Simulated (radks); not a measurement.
Results of a calculation; reference values are marked as such.
Er61+, configuration [He] 2s2 2p2 4f1 (not the ground configuration). Level of theory: scalar-relativistic Kohn-Sham, r2SCAN, spin-polarised, spherical densities, finite nucleus; open shells are filled with parallel spins first (spin-orbit coupling, left out, can overturn this in heavy ions); meta-GGA in the generalised Kohn-Sham scheme; Fermi nuclear charge, rms radius 5.2516 fm (a radial shooting solver on a logarithmic mesh with Libxc functionals). Some entries of the table are withheld. Estimate them.

orbital,occ.,eigenvalue (Ry),r(max) (bohr)
1s up,1,(1),0.01285
1s down,1,(2),0.01284
2s up,1,-1121.073,0.07155
2s down,1,-1115.079,0.07168
2p up,2,(3),0.05770
2p down,0,(4),0.05787
4f up,1,-238.7382,0.2553

Answer. 
(1) 1s up eigenvalue (Ry): -4693.985
(2) 1s down eigenvalue (Ry): -4690.281
(3) 2p up eigenvalue (Ry): -1048.522
(4) 2p down eigenvalue (Ry): -1041.119
